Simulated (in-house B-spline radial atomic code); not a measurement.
RPA and G0W0 on BLYP: N³⁺

Configuration [He] 2s2, mean-field start BLYP. Computed with a B-spline radial code for spherical atoms: all electrons, non-relativistic, point nucleus, each spin shell either full or empty, empty states to l = 9 with an (l + 1/2)⁻⁴ tail; G0W0 by contour deformation at full frequency.

Command:
```bash
python run_gw.py task.json out
```
Settings (radii: box in bohr, nucleus in fm):
```
Z                        7
electrons                4
configuration            [He] 2s2
hamiltonian              nr
method                   b88,lyp
lmax                     9
spin_polarised           False
box_radius               14.14
intervals                45
ion_configuration        [He] 2s1
```

Run time, properties included: 1.4 s on 1 thread of Arm Neoverse N1, with other jobs on the host.

Energies (hartree):

```csv
term,value
mean-field total,-51.19270
Hartree-Fock functional on these orbitals,-51.07947
direct second order,-0.35602
second-order exchange,0.17499
SOSEX correction,0.12408
```

(1) What is the RPA correlation energy, and what remains with SOSEX?

Quasi-particle levels (eV):

| level | occupied | mean field | Σx - vxc | Σc | QP weight | G0W0 |
| --- | --- | --- | --- | --- | --- | --- |
| 2s | yes | -68.03 | -7.23 | ? | ? | ? |
| 2p | no | -57.18 | 11.09 | -1.87 | 0.950 | -47.96 |

G0W0 = mean field + (Σx - vxc) + Σc, with Σc (partial-wave tail included) taken at the quasi-particle energy. Levels of low weight are left out.

(2) Where does G0W0 put 2s?

(3) What does it cost to remove one electron (to [He] 2s1) by differences of total energies, each species on its own start (correlation terms add to the Hartree-Fock functional)?

Results:

(1) RPA gives -0.25285 hartree (-1.72 eV per electron); RPA + SOSEX gives -0.12877, and the second-order doubles -0.18103 hartree (no singles). SOSEX takes back 49 % of the RPA value.

(2) At -77.43 eV, with Σc = -2.18 eV and a quasi-particle weight of 0.934. The tabulated removal energy is 77.474 eV (NIST, measured).

(3) BLYP 76.42 eV, Hartree-Fock functional 74.96 eV, + RPA 77.81 eV, + RPA + SOSEX 77.12 eV, + second order 78.47 eV. Tabulated: 77.474 eV (NIST, measured).
